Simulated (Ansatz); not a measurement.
Question: Name a neutral molecule of B, C, F and H with HOMO energy (PBE0/def2-TZVPP) between -8.10 and -7.80 eV and vertical ionisation energy (CCSD(T)/CBS(def2)) between 10.70 and 11.00 eV (Ansatz, PBE0-D4/def2-TZVP geometry).

Answer: `BC#CF` (-7.96 eV, 10.82 eV); `FB1C=C1` (-7.99 eV, 10.83 eV). Other molecules can fit too; these were computed, each in one conformer that needn't be the lowest.
